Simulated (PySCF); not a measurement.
Computed shifts of a molecule C3H8Si, PBE0/pcSseg-1 (PySCF), GIAO, gas phase, equivalent atoms averaged, in ppm (number of nuclei): ¹³C: 27.9 (1), 13.8 (2). ²⁹Si: -22.6 (1). ¹H: 5.15 (2), 2.70 (1), 2.58 (1), 1.71 (2), 1.35 (2). References: ¹³C against TMS (σ = 186.3 ppm); ²⁹Si against TMS (σ = 352.7 ppm); ¹H against TMS (σ = 31.56 ppm), references at their B3LYP-D3(BJ)/def2-TZVP geometries, non-relativistic. The structure is a stationary point at B3LYP-D3(BJ)/def2-SVP. One conformer was computed; it need not be the lowest.

### Question
Which structure fits?
A) C=C(C)[SiH3]
B) C/C=C\[SiH3]
C) [SiH3]C1CC1
D) C1C[SiH2]C1

### Answer
D, C1C[SiH2]C1
